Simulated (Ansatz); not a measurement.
The same ligand exchange along the group V, Nb, Ta.

Program: Ansatz. Geometries: PBE0-D4/def2-TZVP. ΔE: electronic, gas phase. CCSD(T)/CBS is the MP2 limit (def2-TZVPP, def2-QZVPP) plus CCSD(T) − MP2 in def2-TZVPP, frozen cores. This one scheme is used for every species. Functionals use def2-TZVPP. Elements past krypton have def2 core potentials. For Nb, Ta, V outer-core shells are correlated without core-valence functions, which leaves a few kJ/mol of doubt a bond. Scalar relativity is left out up to krypton. One conformer a species, not always the lowest.

| reaction | CCSD(T)/CBS(def2) (kcal/mol) |
| --- | --- |
| `[NH]=[V]([NH2])([NH2])[OH]` + HCl → `[NH]=[V]([NH2])([NH2])[Cl]` + H₂O | ? |
| `[NH]=[Nb]([NH2])([NH2])[OH]` + HCl → `[NH]=[Nb]([NH2])([NH2])[Cl]` + H₂O | -12.5 |
| `[NH]=[Ta]([NH2])([NH2])[OH]` + HCl → `[NH]=[Ta]([NH2])([NH2])[Cl]` + H₂O | -10.5 |

Q: Fill in the missing values. (Best estimate.)

A: Computed: `[NH]=[V]([NH2])([NH2])[OH]` + HCl → `[NH]=[V]([NH2])([NH2])[Cl]` + H₂O: -12.4 kcal/mol.

Largest T1 diagnostic: 0.031, for `[NH]=[V]([NH2])([NH2])[Cl]`, so its coupled-cluster energy is less sure.
